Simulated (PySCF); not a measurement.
# Orbital energies, ionisation energy and electron affinity

C₇H₁₁FSi.
Z-matrix (Å and degrees, PBE0-D3(BJ)/def2-SVP geometry), rows numbered from 1:
```
C 
C   1  1.5288
C   2  1.5289  1  111.49
C   2  1.5089  1  111.37  3  -125.01
C   4  1.3565  2  124.18  1  -118.39
Si  5  1.8606  4  108.48  2   179.79
C   6  1.8943  5   90.68  4    -0.00
F   7  1.3298  6  127.69  5  -179.96
C   7  1.3439  6  108.79  5     0.15
H   1  1.1010  2  110.55  3   -58.07
H   1  1.1017  2  111.53  3    61.33
H   1  1.1000  2  111.31  3  -178.28
H   2  1.1030  1  107.96  3   118.39
H   3  1.1017  2  111.52  1   -61.87
H   3  1.1000  2  111.24  1   177.82
H   3  1.1014  2  110.51  1    57.61
H   5  1.0924  4  121.40  2     0.11
H   6  1.4937  5  115.73  4   115.56
H   6  1.4936  5  115.64  4  -115.51
H   9  1.0939  4  122.04  2     0.29
```

Level: B3LYP/def2-SVPD (PySCF). Frontier orbitals with their largest atomic shares (Löwdin; up to four atoms above 4 %):

```
orbital  ε (eV)                           main atoms
 HOMO−3   -8.93   Si6 21 %, C7 19 %, F8 12 %, C9 9 %
 HOMO−2   -8.49  C9 20 %, C4 16 %, Si6 12 %, C7 10 %
 HOMO−1   -8.45   C5 23 %, Si6 17 %, C7 10 %, C2 9 %
   HOMO   -6.35                                    ?
   LUMO   -1.63   C7 20 %, C4 18 %, C5 15 %, C9 15 %
 LUMO+1    0.23  Si6 24 %, C5 10 %, H18 8 %, H19 8 %
 LUMO+2    0.34  Si6 26 %, C7 12 %, H18 8 %, H19 8 %
```

Problem. What vertical ionisation energy does ΔSCF give, and how far is −ε(HOMO) from it?

Solution. ΔSCF: 8.34 eV (804 kJ/mol; threshold wavelength 149 nm); ⟨S²⟩ of the doublet left behind is 0.760, against 0.75 for a pure doublet. −ε(HOMO) is 6.35 eV, 1.99 eV below it. For the exact functional −ε(HOMO) would equal the first vertical ionisation energy; B3LYP (global hybrid, 20 % exact exchange) falls short of its own ΔSCF value by 24 %.

Problem. On which atoms does the HOMO lie?

Solution. C5 (alkene CH carbon) 28 %, C7 (vinylic C–F carbon) 19 %, C9 (alkene CH carbon) 17 %, C4 (fully substituted alkene carbon) 16 %, so no atom holds as much as 40 %. The HOMO−1 lies 2.10 eV lower.

Problem. And the vertical electron affinity, the fundamental gap, Mulliken's electronegativity and the hardness (with the factor ½)?

Solution. EA = -0.21 eV by ΔSCF (−ε(LUMO) = 1.63 eV); a negative value means that the added electron isn't bound at this geometry and level, and the number then depends on the basis. IE − EA = 8.55 eV against an orbital gap of 4.72 eV; (IE + EA)/2 = 4.06 eV; (IE − EA)/2 = 4.28 eV. Parr's electrophilicity index (IE + EA)²/[8(IE − EA)] is 0.97 eV.

Problem. With α = 109.9 au, estimate the like-pair dispersion coefficient by London's formula C6 = (3/4)α²I.

Solution. I = 0.3064 Eh, so C6 ≈ 2780 au, a rough estimate.

Problem. What total energies stand behind the ΔSCF value?

Solution. E(N) = -662.34240 Eh and E(N − 1) = -662.03598 Eh at the same geometry, 0.30642 Eh apart. With one more electron, E(N + 1) = -662.33454 Eh.

Problem. What kinetic energy would electrons from this vertical process carry with He II light (40.814 eV)?

Solution. 40.81 − 8.34 = 32.47 eV.

The structure is a single PBE0-D3(BJ)/def2-SVP conformer in the gas phase; no vibrational or solvent corrections.

The run behind these numbers computed excited states and ΔSCF ions as well. The run took 6.1 min on Arm Neoverse N1, one thread, shared host, and the process peaked at 1.1 GiB of memory.
